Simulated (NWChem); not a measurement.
System: C₂HF₃; SMILES FC=C(F)F

The following NWChem deck was run.

```
start job
memory heap 200 mb stack 900 mb global 1100 mb
geometry units angstroms noautosym nocenter noautoz
  F      0.077472    -1.879090     0.000000
  C     -0.628297    -0.754922     0.000000
  C     -0.030783     0.432853     0.000000
  F      1.261861     0.620864     0.000000
  F     -0.696918     1.560862     0.000000
  H     -1.713533    -0.858186     0.000000
end
basis spherical
  F library 6-31g*
  C library 6-31g*
  H library 6-31g*
end
dft
  xc xpbe96 cpbe96
  iterations 150
end
cosmo
  dielec 7.6
end
task dft energy
```

Structure relaxed at the PBE0/def2-SVP level.

Level: PBE/6-31G* with COSMO at NWChem's default radii, gas-phase geometry; the question gives the dielectric constant.

### Question
Predict the main results of this run. (PBE/6-31G* (spherical d), COSMO on the gas-phase geometry.) Quantities: electrostatic solvation energy (kcal/mol); dipole in solution (D).

### Answer
```yaml
electrostatic solvation energy (kcal/mol): -1.1
dipole in solution (D): 1.12
```
